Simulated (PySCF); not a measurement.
## How the method changes the constants of CdC

State: ³Σ⁻ (triplet), unpaired electrons π ↑↑. Set-up: basis Cd def2-SVP with ECP28, C def2-SVP; scalar-relativistic core potentials; PySCF 2.14. De refers to Cd + C in their high-spin ground configurations, without counterpoise correction. The functionals are run spin-unrestricted. A positive dipole means Cd(−)C(+). Levels whose curve was spin-contaminated or gave no clean fit are not listed.

```tsv
Level	Re (Å)	ωe (cm⁻¹)	De (eV)	μ (D)
ROHF-MP2	2.177	364	0.56	n/a
ROHF-SCS-MP2	2.219	326	0.413	n/a
ROHF-CCSD	2.217	373	0.53	n/a
ROHF-CCSD(T)	2.187	409	0.68	n/a
PBE	2.161	415	1.25	-2.90
PBEsol	2.126	445	1.45	-2.86
```

Q: What does the triples do here, going from ROHF-CCSD to ROHF-CCSD(T)?

A: ROHF-CCSD(T) less ROHF-CCSD: -3.0 pm in Re, +9.7 % in ωe, +0.15 eV in De. Correlation nearly always deepens the well. The bond shortens, as in weak, metallic or heavy-atom bonds, where dispersion and the correlation of outer-core electrons pull the atoms together.

Correlated steps freeze 1 core orbital. Correlated levels converge slowly with the basis: in double zeta they bind strong bonds too weakly, by up to about 1 eV, and carry superposition errors of some tenths. Spin–orbit coupling is left out. The state was picked by a PBE0 search and need not be the measured ground state.
